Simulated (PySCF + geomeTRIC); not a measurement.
Computed with TPSS-D3(BJ)/def2-SVP (PySCF + geomeTRIC). fastk is a local helper that only speeds up exchange builds. No frequencies were computed at this level.

```python
import json, numpy as np
from pyscf import gto, dft
from fastk import lowrank_exchange
atoms = """
Zr     0.000134    -0.000091     0.000026
Cl    -1.955786    -0.981754    -0.529231
Cl     0.074777     2.060096    -0.905232
Cl     0.179263     0.157058     2.238689
Cl     1.701620    -1.235318    -0.804269
"""
def scf(charge, spin, dm0=None):
    mol = gto.M(atom=atoms, basis='def2-svp', ecp={'Zr': 'def2-svp'}, charge=charge, spin=spin, verbose=3, max_memory=10080)
    mf = dft.KS(mol, xc='tpss').density_fit(auxbasis="def2-universal-jkfit")
    mf.disp = 'd3bj'
    mf.grids.level = 3
    mf.conv_tol = 1e-8
    mf.max_cycle = 120
    mf.level_shift = 0.25
    mf.kernel(dm0)
    if not mf.converged:
        mf = mf.newton().run(mf.mo_coeff, mf.mo_occ).undo_soscf()
    return mf
mf = scf(0, 0)
from pyscf.geomopt.geometric_solver import kernel as optimize
path = []
done, mol = optimize(mf, maxsteps=120, assert_convergence=False, callback=lambda env: path.append((env["energy"], bool(env["g_scanner"].converged))))
res = dict(converged=bool(done and path[-1][1]), energy=path[-1][0], path=[e for e, c in path], xyz=mol.atom_coords(unit="Angstrom").tolist(), nao=mol.nao)
json.dump(res, open("result.json", "w"))
```

Output:

```
converged SCF energy = -1887.69077368861
Geometry optimization cycle 1
converged SCF energy = -1887.69077369041
cycle 1: E = -1887.69077369  dE = -1887.69  norm(grad) = 0.0700825
Geometry optimization cycle 2
converged SCF energy = -1887.70083012741
cycle 2: E = -1887.70083013  dE = -0.0100564  norm(grad) = 0.0163994
Geometry optimization cycle 3
converged SCF energy = -1887.70160007979
cycle 3: E = -1887.70160008  dE = -0.000769952  norm(grad) = 0.00280202
Geometry optimization cycle 4
converged SCF energy = -1887.70162174899
cycle 4: E = -1887.70162175  dE = -2.16692e-05  norm(grad) = 0.000344058
Geometry optimization cycle 5
converged SCF energy = -1887.7016226876
cycle 5: E = -1887.70162269  dE = -9.38613e-07  norm(grad) = 0.000502433
<class 'geometric.internal.Distance'> : 4
<class 'geometric.internal.Angle'> : 6
<class 'geometric.internal.TranslationX'> : 1
<class 'geometric.internal.TranslationY'> : 1
<class 'geometric.internal.TranslationZ'> : 1
<class 'geometric.internal.RotationA'> : 1
<class 'geometric.internal.RotationB'> : 1
<class 'geometric.internal.RotationC'> : 1
Step    0 : Gradient = 3.134e-02/3.513e-02 (rms/max) Energy = -1887.6907736904
Step    1 : Displace = 9.999e-02/1.126e-01 (rms/max) Trust = 1.000e-01 (=) Grad = 7.334e-03/8.258e-03 (rms/max) E (change) = -1887.7008301274 (-1.006e-02) Quality = 0.679
Step    2 : Displace = 1.895e-02/2.138e-02 (rms/max) Trust = 1.000e-01 (=) Grad = 1.253e-03/1.448e-03 (rms/max) E (change) = -1887.7016000798 (-7.700e-04) Quality = 1.169
Step    3 : Displace = 4.027e-03/4.698e-03 (rms/max) Trust = 1.414e-01 (+) Grad = 1.539e-04/2.034e-04 (rms/max) E (change) = -1887.7016217490 (-2.167e-05) Quality = 0.802
Step    4 : Displace = 5.974e-04/8.365e-04 (rms/max) Trust = 2.000e-01 (+) Grad = 2.247e-04/3.048e-04 (rms/max) E (change) = -1887.7016226876 (-9.386e-07) Quality = 0.258
Converged! =D
```

Cost: roughly 120 core-seconds.
